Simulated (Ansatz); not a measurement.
Cost and result for the atomization energy of `O[SiH2][SiH](O)F` (10 atoms, 9 bonds).

Cartesian coordinates in Å:
```
O -1.0729 1.5312 1.0055
Si -1.0835 -0.0636 0.5710
Si 1.0387 -0.4934 -0.3261
O 1.1186 0.2435 -1.7842
F 1.1866 -2.0818 -0.5015
H -1.8717 1.8983 1.3860
H -2.1504 -0.3599 -0.4273
H -1.3275 -0.9450 1.7498
H 2.1869 -0.0835 0.5265
H 1.9753 0.3541 -2.1998
```

The species carries charge 0 and has multiplicity 1. The geometry is a stationary point of PBE0-D4/def2-TZVP. It is one conformer, not always the lowest. Program: Ansatz. Hardware: A = 2 threads of an AMD EPYC 7R13 on a shared host; B = 2 threads of an AMD EPYC 7R13 on a shared host and a share of an NVIDIA H100 80 GB. Times are those of one run each, without the atoms' runs, and a repeat can differ threefold. Electronic energies, without spin–orbit coupling; frozen cores. CCSD(T)/CBS adds CCSD(T) − MP2 in def2-TZVPP to the MP2 limit, and its time is that of the two runs behind it. T1 = 0.012. B3LYP takes the VWN-RPA correlation (the form of Gaussian; ORCA's B3LYP/G).

CCSD(T)/CBS is a level of theory with its own doubt, some kJ/mol a heavy atom from the limit and from the frozen cores, so smaller differences don't rank the functionals.

```
                                 level  functions  wall time  atomization (kJ/mol)  difference from CCSD(T)/CBS  per bond
   PBE-D4/def2-TZVPP (with forces) [A]        247      4.4 s                3642.4                        -15.3      -1.7
                PBE0-D4/def2-TZVPP [A]        247      5.5 s                3571.3                        -86.4      -9.6
                    MP2/def2-QZVPP [B]        461      5.5 s                3691.6                         33.9       3.8
                CCSD(T)/def2-TZVPP [B]        247      6.5 s                3539.5                       -118.2     -13.1
 B3LYP-D4/def2-TZVPP (with forces) [A]        247      6.5 s                3610.5                        -47.2      -5.2
                 B2PLYP/def2-TZVPP [A]        247      6.5 s                3586.0                        -71.7      -8.0
r2SCAN-D4/def2-TZVPP (with forces) [A]        247        7 s                3629.3                        -28.4      -3.2
                ωB97X-V/def2-TZVPP [A]        247      8.5 s                3648.4                         -9.3      -1.0
                     CCSD(T)/CBS(def2)          –       12 s                3657.7                          0.0       0.0
  ωB97M-V/def2-TZVPP (with forces) [A]        247       13 s                3635.3                        -22.4      -2.5
```

From PBE to PBE0 (25 % exact exchange), in def2-TZVPP and without D4, the atomization energy moves by −68.0 kJ/mol: exact exchange takes away binding that semilocal exchange gives to molecules. In def2-TZVPP, CCSD(T) changes the Hartree–Fock value by +907.9 kJ/mol (the triples alone add +48.6 kJ/mol) and MP2 by +988.2 kJ/mol; breaking electron pairs costs correlation energy, which Hartree–Fock lacks. The D4 term adds +32.4 kJ/mol with B3LYP and +17.0 kJ/mol with PBE0; it sums over pairs of atoms, weighted by their polarisabilities, and B3LYP, whose exchange is more repulsive, gets the larger term.
